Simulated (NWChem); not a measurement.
## Total energies of FS

```xyz
2

S      0.0000     0.0000     0.5862
F      0.0000     0.0000    -1.0421
```
Charge 0, spin multiplicity 2.

Program: NWChem. The geometry was optimised at UB3LYP/def2-SVP, a minimum by its harmonic frequencies.

Basis set: cc-pVDZ (32 functions).

```
method                         total energy (Ha)
-----------------------------  -----------------
UHF                                   -496.90772
UMP2                                  -497.20098
UB2PLYP                               -497.74928
UPBE                                  -497.69552
UB3LYP                                -497.97475
ULC-wPBE (omega 0.3 per bohr)         -497.73440
```

Total energies of different functionals aren't comparable as a measure of quality: only differences taken within one method are. 

The correlated methods keep 6 core orbitals frozen. B3LYP has NWChem's definition, with VWN1-RPA local correlation. The structure started from a generated list of species. The unpaired electrons of the parent sit in orbitals of symmetry b2 (C2v labels of the run); other states weren't searched. No SCF solution was tested for a lower state. Open-shell Hartree-Fock references start from PBE0 orbitals.
